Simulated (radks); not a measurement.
The numbers below are computed, except where a source is named.
How relativity changes the ionisation of neutral mercury ([Hg]) to Hg+ ([Xe] 4f14 5d10 6s1). Spin-unpolarised spherical Kohn-Sham, LDA (Slater exchange, Perdew-Wang correlation), point nucleus unless stated (finite: rms radius 5.4648 fm), a radial shooting solver on a logarithmic mesh with Libxc functionals. A level marked "c x" has the speed of light scaled by that factor.

| level | E(Hg) (hartree) | E(Hg+) (hartree) | IE (eV) | HOMO | <r> HOMO (bohr) |
|---|---|---|---|---|---|
| non-rel. | -18404.2404 | -18403.9092 | 9.013 | 6s | 3.075 |
| scalar-rel. | -19611.9760 | -19611.5703 | 11.042 | 6s | 2.678 |
| scalar-rel., finite nucleus | -19607.2572 | -19606.8517 | 11.034 | 6s | 2.679 |
| Dirac | -19651.3611 | -19650.9549 | 11.053 | 6s1/2 | 2.679 |
| Dirac, finite nucleus | -19646.5858 | -19646.1798 | 11.045 | 6s1/2 | 2.680 |
| Dirac, c x 1.25 | -19146.5432 | -19146.1702 | 10.149 | 6s1/2 | 2.831 |
| Dirac, c x 2 | -18674.7385 | -18674.3930 | 9.402 | 6s1/2 | 2.984 |
| Dirac, c x 3 | -18521.7416 | -18521.4043 | 9.178 | 6s1/2 | 3.035 |

NIST Atomic Spectra Database: 10.438 eV (measured). The relativistic part of the total energy of Hg is -1242 hartree (Dirac, finite nucleus), 6.8 % of the non-relativistic value. Spin polarisation and multiplet splitting of open shells are left out at every level.

Beside tabulated values, note that relativity, absent from the non-relativistic runs, is large for the heavy elements, and spin-unpolarised runs miss the spin-polarisation part of the exchange energy of open shells.
